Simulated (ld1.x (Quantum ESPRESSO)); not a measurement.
# u(r) = r·R(r): atom against pseudo-atom (Hf (Z = 72))

Columns: radius, all-electron u(r) and pseudo u(r) of the 5d shell (level -2.64 eV) of hafnium in the configuration [Xe] 4f14 5d2 6s2 6p0; revPBE, scalar-relativistic, RRKJ scheme, ld1.x (Quantum ESPRESSO) 7.5.

```tsv
r (bohr)	all-electron	pseudo
0.160	0.1377	0.0034
0.320	-0.2131	0.0260
0.480	-0.2378	0.0800
0.640	-0.0386	0.1671
0.800	0.1892	0.2778
0.960	0.3745	0.3958
1.120	0.5054	0.5032
1.280	0.5884	0.5863
1.440	0.6344	0.6387
1.600	0.6536	0.6616
1.760	0.6544	0.6615
1.920	0.6431	0.6468
2.080	0.6242	0.6251
2.240	0.6008	0.6008
2.400	0.5749	0.5749
2.560	0.5480	0.5480
2.720	0.5208	0.5208
2.880	0.4937	0.4937
3.040	0.4669	0.4669
3.200	0.4408	0.4408
3.360	0.4153	0.4153
3.520	0.3906	0.3906
3.680	0.3667	0.3667
3.840	0.3438	0.3438
4.000	0.3218	0.3218
4.160	0.3009	0.3009
```

How many radial nodes do the two functions have?

The all-electron 5d function has n − l − 1 = 2; the pseudo-wave has 0, since the states of the same l below it are removed with the core.

At about which radius was the pseudo-wave matched?

2.25 bohr, where the columns begin to agree (steps of 0.16 bohr).

Is the pseudo-wave norm-conserving?

Yes: the RRKJ scheme keeps the norm inside the radius equal to the all-electron one, which fixes the energy derivative of the logarithmic derivative at the level.
